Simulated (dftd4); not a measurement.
yttrium atom (Y), doublet; dftd4 with D4 for bp86.

The dftd4 input:
```
$ dftd4 mol.xyz --func bp86 --charge 0 --json dftd4.json --noedisp --property

# file mol.xyz
1

Y      0.00000000     0.00000000     0.00000000
```

Output, abridged:

```
                    ____  _____ _____     ____  _  _
      -------------|  _ \|  ___|_   _|---|  _ \| || |------------
     |             | | | | |_    | | ___ | | | | || |_           |
     |             | |_| |  _|   | ||___|| |_| |__   _|          |
     |             |____/|_|     |_|     |____/   |_|            |
     |             ===================================           |
     |            E. Caldeweyher, S. Ehlert & S. Grimme          |
     |          Mulliken Center for Theoretical Chemistry        |
     |                    University of Bonn                     |
      -----------------------------------------------------------

Rational (Becke-Johnson) damping: bp86-D4-ATM
---------------------
  s6         1.0000
  s8         3.3550
  s9         1.0000
  a1         0.4365
  a2         4.9241
 alp        16.0000
--------------------

Atomic data, radii in Ångström:
------------------------------------------------------
   Z          R(cov)      r4/r2   hardness         EN
------------------------------------------------------
  39 Y        1.9600     4.2187     0.1936     1.2200
------------------------------------------------------

Atomic reference systems (in atomic units):
----------------------------------------------------------------------------
   Z        #      CN     q+Z       C6(AA)   #      CN     q+Z       C6(AA)
----------------------------------------------------------------------------
  39 Y      1  0.0000 11.0000    2460.7777   2  1.6167 11.5762     896.5682
            3  2.4400 11.7231     237.2030
----------------------------------------------------------------------------

Atomic properties (in atomic units):
----------------------------------------------------------------------------
     #    Z              CN          q      C6(AA)        C8(AA)   alpha(0)
----------------------------------------------------------------------------
     1   39 Y        0.0000     0.0000   2460.7776   469179.7829   156.5817
----------------------------------------------------------------------------

Molecular properties (in atomic units):
----------------------------------------
 molecular C6                2460.7776
 molecular C8              469179.7829
----------------------------------------

Dispersion energy:       0.0000000000000E+00 Eh

[Info] JSON dump of results written to 'dftd4.json'
```
